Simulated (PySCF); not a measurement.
## Vibration and rotation of NaTe⁺

UHF-CCSD(T) constants of NaTe⁺, ³Σ⁻ (triplet), unpaired electrons π ↑↑ (PySCF, scalar-relativistic core potentials, basis sets Na def2-SVPD, Te def2-SVPD with ECP28; masses 22.9898 and 129.9062 u):

```
ωe              : 134.4 cm⁻¹
ωexe            : 0.913 cm⁻¹
Be              : 0.082372 cm⁻¹
αe              : 0.000728 cm⁻¹
D (centrifugal) : 1.24e-07 cm⁻¹
De to Na⁺ + Te  : 0.65 eV
```

Question: Give the vibrational terms G(v) and spacings up to v = 6.

Answer: G(v) = ωe(v+½) − ωexe(v+½)².

```csv
v,G(v) (cm⁻¹),G(v) − G(v−1),Bv (cm⁻¹)
0,67.0,,0.08201
1,199.5,132.6,0.08128
2,330.3,130.7,0.08055
3,459.2,128.9,0.07982
4,586.3,127.1,0.07910
5,711.6,125.3,0.07837
6,835.0,123.4,0.07764
```

Question: How well does the Morse estimate ωe²/(4ωexe) reproduce De, and what is D0?

Answer: It gives 0.61 eV, 94 % of the computed De. D0 = De − G(0) = 0.65 − 0.01 = 0.64 eV.

Correlated steps freeze 5 core orbitals. Correlated levels converge slowly with the basis: in double zeta they bind strong bonds too weakly, by up to about 1 eV, and carry superposition errors of some tenths. These are scalar-relativistic numbers at best; spin–orbit coupling would shift them, the dissociation energy most. For an ion De counts to the pair picked by the measured ionisation energies or electron affinities, which need not be the lowest pair at this level. The state was picked by a PBE0 search and need not be the measured ground state.
